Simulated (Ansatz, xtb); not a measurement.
Stretching the Si3–H4 bond in GeH4Si (SMILES [SiH3][GeH]) (multiplicity 1 held, fragments rigid). Energies count from the point at 1.489 Å.
Geometry at that point (charge 0, multiplicity 1):
| atom | x (Å) | y (Å) | z (Å) |
|---|---|---|---|
| Ge | 0.0269 | 0.6789 | 0.5501 |
| H | -0.4443 | 1.5532 | -0.7038 |
| Si | -0.0212 | -1.2964 | -0.9339 |
| H | 0.9083 | -1.0877 | -2.0778 |
| H | -1.3924 | -1.4771 | -1.4849 |
| H | 0.3664 | -2.5625 | -0.2613 |

Restricted levels (R-, RO-) in cc, def2 and unpolarised 6-31G sets keep to the state of the molecule at rest. Unrestricted levels (U-) break spin symmetry where that is lower. Active spaces are followed from a long bond inwards. Curves can end on different states.

Cores are frozen in the correlated methods. Filled d and f shells under p-block atoms count as core.

The values were computed with Ansatz (a program for electronic structure); xtb for the GFN methods.  The GFN methods have no spin term and hold the electronic entropy of 300 K.

```tsv
level	energy at R = 4.764 Å (kcal/mol)
GFN2-xTB	86.12
U-HF/def2-SVP	66.41
R-MP2/def2-SVP	(withheld)
U-MP2/def2-SVP	78.83
U-SCS-MP2/def2-SVP	81.40
CASSCF(2,2)/def2-SVP	79.20
SC-NEVPT2 on CASSCF(2,2)/def2-SVP	80.67
FIC-MRCISD on CASSCF(2,2)/def2-SVP	83.66
FIC-MRCISD+Q on CASSCF(2,2)/def2-SVP	83.25
```

**Question.** Complete the blanks.

**Answer.** 
- R-MP2/def2-SVP, energy at R = 4.764 Å (kcal/mol): 112.51

Doubts at one or more of the structures used: a spin-contaminated determinant (U-HF/def2-SVP, U-MP2/def2-SVP, U-SCS-MP2/def2-SVP); a restricted determinant that unrestricted orbitals would lower (R-MP2/def2-SVP).
